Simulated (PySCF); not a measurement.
# How methods differ on the interval between two levels of Ar²⁺

Ar²⁺ [Ne] 3s2 3p4 [3P2, M_J = 2] → Ar²⁺ [Ne] 3s1 3p5 [3P2, M_J = 2], as a difference of total energies. All numbers are calculated (PySCF 2.14, the two-component X2C-1e Hamiltonian, in x2c-TZVPall-2c with one added diffuse shell each of s, p type (6s7p2d1f, 44 functions)). Correlated levels: [Ne] frozen; the 6 highest virtual spinors dropped. "Screened" scales the spin-orbit matrix elements by Boettger's factors to mimic the two-electron term; Breit and QED terms are absent.

```json
{"method": "GHF (spin-free)", "interval between two levels (cm⁻¹)": "139000"}
{"method": "GMP2 (spin-free)", "interval between two levels (cm⁻¹)": "127650"}
{"method": "GHF (screened spin-orbit)", "interval between two levels (cm⁻¹)": "139060"}
{"method": "GMP2 (screened spin-orbit)", "interval between two levels (cm⁻¹)": "127690"}
```

The labels give the starting determinants; with spin-orbit coupling the two ends relaxed to ⟨J²⟩ = 6.01, ⟨L²⟩ = 2.02, ⟨S²⟩ = 2.00 and ⟨J²⟩ = 6.01, ⟨L²⟩ = 2.00, ⟨S²⟩ = 2.01.
